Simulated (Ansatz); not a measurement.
Isolated molecules relaxed with PBE0-D4/def2-TZVP in Ansatz; ΔE leaves out vibrations. CBS: MP2 limit from def2 TZ/QZ plus the TZ coupled-cluster correction, frozen cores. This one scheme is used for every species. Double bonds are as drawn, so ΔE can hold a change between cis and trans. DFT in def2-TZVPP. For Br outer-core shells are correlated without core-valence functions, which leaves a few kJ/mol of doubt a bond. Scalar relativity is left out up to krypton. One conformer a species, not always the lowest.

Reaction (formal exchange of groups at a C–Br bond): `C/C=C(\O)Br` + SiH₄ → `C/C=C(\O)[SiH3]` + HBr

`C/C=C(\O)Br`:

Cartesian coordinates in Å:
```
C 0.237 -0.716 -1.216
C 0.605 0.276 -0.166
C -0.136 0.514 0.906
O -1.271 -0.146 1.204
Br 0.377 1.809 2.200
H 0.965 -1.532 -1.257
H -0.746 -1.149 -1.030
H 0.226 -0.248 -2.205
H 1.529 0.829 -0.269
H -1.788 0.364 1.835
```

SiH₄:

```xyz
5

Si    0.000    0.000    0.000
H    -1.114   -0.622    0.758
H    -0.416    1.343   -0.478
H     0.344   -0.855   -1.164
H     1.186    0.134    0.884
```

`C/C=C(\O)[SiH3]`:

Z-matrix (Å, degrees):
```
C
C 1 1.489
H 1 1.089 2 111.4
H 1 1.095 2 110.9 3 -120.7
H 1 1.094 2 110.9 3 121.0
C 2 1.336 1 125.4 3 3.3
H 2 1.085 1 117.7 3 -177.0
Si 6 1.868 2 121.1 1 178.9
O 6 1.375 2 119.3 1 0.8
H 8 1.483 6 109.5 2 7.1
H 8 1.489 6 110.8 2 -114.6
H 8 1.491 6 109.4 2 128.0
H 9 0.959 6 110.2 2 -171.1
```

HBr:

```xyz
2

Br    0.471    0.360   -0.392
H    -0.471   -0.360    0.392
```

| level | ΔE (kJ/mol) |
| --- | --- |
| PBE0-D4 | -38.9 |
| B2PLYP | -37.3 |
| PBE | -33.9 |
| PBE0 | -37.4 |
| HF/def2-TZVPP | -42.3 |
| CCSD(T)/def2-TZVPP | -39.3 |
| SCS-MP2/def2-QZVPP | -37.3 |
| CCSD/CBS(def2) | -43.7 |

Question: What does CCSD(T)/CBS give? (An estimate is asked.)

Answer: Ansatz gave: -42.1 kJ/mol. The listed levels differ from it by 3.2, 4.8, 8.2, 4.7, -0.2, 2.8, 4.8, -1.6 kJ/mol.

Largest T1 diagnostic among the species: 0.012.

In def2-TZVPP, CCSD(T) changes the Hartree–Fock value by +3.0 kJ/mol (the triples alone add +1.6 kJ/mol) and MP2 by +6.7 kJ/mol. From PBE to PBE0 (25 % exact exchange), in def2-TZVPP and without D4, ΔE moves by −3.5 kJ/mol.
